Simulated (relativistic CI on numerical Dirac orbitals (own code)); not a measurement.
What each ingredient does to the levels of Sm⁴⁶⁺

Base calculation: Dirac-Coulomb-Breit CI, KLI orbitals optimised for each configuration, model QED (radiative potential, 1s self-energy scaled to tabulated hydrogen-like ionisation energies), unscaled Slater integrals.

Configurations in the expansion (outside the closed core [Ne]): 3s²3p⁴, 3s3p⁵, 3s²3p³3d, 3p⁶, 3s3p⁴3d, 3p⁵3d, 3s3p³3d², 3s²3p²3d4p, 3p⁵4s, 3s3p³3d4s, 3s²3p³4s, 3p⁵4p, 3s²3p²3d², 3s²3p3d³, 3s3p²3d³, 3s²3p3d²4s, 3p⁴3d², 3p³3d³, 3p³3d²4s, 3s²3p²3d4s, 3s3p²3d²4s, 3s²3p3d4s². Double excitations out of closed p, d and f shells are left out; levels of such configurations are missing from the list, as are those of other unlisted configurations, and high levels can miss mixing partners.

Variants: (1) valence Slater integrals scaled by 0.9; (2) configuration mixing switched off; (3) QED terms removed. Shifts of the energy above 3s²3p⁴ ³P2, in eV, for the lowest level and the first level of each name with at least 55 % of one term (blank where a level changes its place among those of its configuration and J or its character, or is not in the variant):

```json
{"Level": "3s²3p⁴ ³P2", "Base": "0.000", "Δ(1)": "0.000", "Δ(2)": "0.000", "Δ(3)": "0.000"}
{"Level": "3s²3p⁴ ¹S0", "Base": "15.688", "Δ(1)": "-1.385", "Δ(2)": "+1.116", "Δ(3)": "+0.003"}
{"Level": "3s²3p⁴ ³P1", "Base": "147.621", "Δ(1)": "+0.522", "Δ(2)": "+0.827", "Δ(3)": "-0.209"}
{"Level": "3s²3p⁴ ¹D2", "Base": "155.809", "Δ(1)": "-0.315", "Δ(2)": "+1.154", "Δ(3)": "-0.208"}
{"Level": "3s²3p³3d ³P°0", "Base": "193.230", "Δ(1)": "+0.230", "Δ(2)": "-1.809", "Δ(3)": "+0.380"}
{"Level": "3s3p⁵ ³P°2", "Base": "289.550", "Δ(1)": "+2.048", "Δ(2)": "+8.637", "Δ(3)": "+1.757"}
{"Level": "3s²3p⁴ ³P0", "Base": "309.375", "Δ(1)": "-0.234", "Δ(2)": "+3.211", "Δ(3)": "-0.392"}
{"Level": "3s²3p³3d ³G°5", "Base": "375.674", "Δ(1)": "+0.202", "Δ(2)": "-2.235", "Δ(3)": "+0.068"}
{"Level": "3s3p⁵ ³P°0", "Base": "441.383", "Δ(1)": "+2.228", "Δ(2)": "+9.435", "Δ(3)": "+1.376"}
{"Level": "3s3p⁴3d ⁵F5", "Base": "497.895", "Δ(1)": "+2.992", "Δ(2)": "+0.500", "Δ(3)": "+2.350"}
```

At this charge energies of transitions that change n are usually good to better than 1 %, and those within a shell (Δn = 0) to a few per cent.

Ionisation energy from the two ground configurations alone: base 3872.21 eV. The NIST ASD value (theoretical) is 3873 eV.

LS names give the leading component of a level, which can be under half, so a name can repeat, a term be missing and a line seem to break the LS rules.
